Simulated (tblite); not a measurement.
Species: C5H14Si2.
Z-matrix (Å and degrees, GFN2-xTB geometry), rows numbered from 1:
```
Si
C   1  1.9064
Si  2  1.9061  1  112.53
C   2  1.5213  1  111.05  3   125.15
C   4  1.5414  2  117.77  1   169.29
C   5  1.5353  4   89.36  2  -134.33
C   6  1.5353  5   89.28  4    13.38
H   1  1.4641  2  109.40  3    56.15
H   1  1.4661  2  110.50  3   175.72
H   1  1.4647  2  109.62  3   -64.45
H   2  1.0966  1  107.20  3  -117.59
H   3  1.4641  2  109.44  1   -56.08
H   3  1.4646  2  109.58  1    64.43
H   3  1.4662  2  110.49  1  -175.73
H   4  1.0928  2  109.59  1   -62.92
H   5  1.0883  4  116.54  2   105.97
H   5  1.0889  4  111.98  2   -20.30
H   6  1.0882  5  116.19  4   132.45
H   6  1.0884  5  112.68  4  -101.01
H   7  1.0882  4  116.51  2  -105.91
H   7  1.0889  4  112.05  2    20.33
```

All values are computed: GFN2-xTB (tblite) harmonic vibrations without scaling, gas phase. Against measured fundamentals such values can be off by several per cent, at times by over 20. Modes of hydrogen on silicon can be 10 to 20 % off. One conformer, not necessarily the lowest.

Harmonic wavenumbers (cm⁻¹): 77.6, 99.0, 113.6, 121.2, 140.8, 170.6, 241.1, 340.7, 356.6, 511.0, 520.2, 520.4, 540.8, 674.6, 722.8, 767.9, 786.2, 786.5, 791.1, 806.9, 810.9, 811.3, 823.3, 862.8, 930.7, 990.6, 1033.0, 1039.5, 1070.7, 1079.8, 1116.1, 1156.0, 1185.2, 1187.2, 1233.4, 1240.0, 1255.8, 1261.5, 1264.6, 1344.9, 1477.8, 1479.7, 1498.1, 2233.3, 2242.1, 2244.0, 2252.8, 2256.8, 2263.4, 2901.3, 2944.3, 2988.8, 2995.5, 3006.2, 3008.1, 3011.9, 3016.3.

A = 2257, B = 1252, C = 853.1 MHz; mass 130.063 u (most abundant isotopes); point group Cs, symmetry number 1.

What is the zero-point energy?

Half the sum of the wavenumbers: 36304 cm⁻¹ = 434.29 kJ/mol.

What is S at 500 K and 1 bar for an ideal gas of classical rigid rotors and harmonic oscillators?

Translation 180.31, rotation 128.95, vibration 215.27: S = 524.5 J/(mol K).

And Cp and H(500 K) − H(0)?

Cp = 262.71 J/(mol K), of which vibrations give 229.46 (their classical limit is 57 R = 473.9); H(500 K) − H(0) = 74.08 kJ/mol without the zero-point energy, 57.45 from vibrations.

Blend soft modes into free rotors: weight 1/[1 + (100 cm⁻¹/ν̃)⁴] for the oscillator and the rest for a rotor with moment μB/(μ + B), μ = h/(8π²ν), B = 10⁻⁴⁴ kg m². What vibrational entropy results?

205.09 J/(mol K) in place of 215.27, which changes −T·S at 500 K by +5.09 kJ/mol.

Which modes carry the vibrational entropy at 500 K?

77.6 cm⁻¹: 20.80; 99.0 cm⁻¹: 18.78; 113.6 cm⁻¹: 17.65; 121.2 cm⁻¹: 17.11; 140.8 cm⁻¹: 15.88; 170.6 cm⁻¹: 14.31 J/(mol K); the other 51 give 110.73 together.

What must be added to the electronic energy to get the Gibbs energy at 500 K and 1 bar?

ZPE + [H(500 K) − H(0)] − T·S = 434.29 + 74.08 − 262.27 = 246.10 kJ/mol.

Hindered rotation and anharmonicity are outside this model. Other conformers, if any are populated, would add a mixing term that is left out.
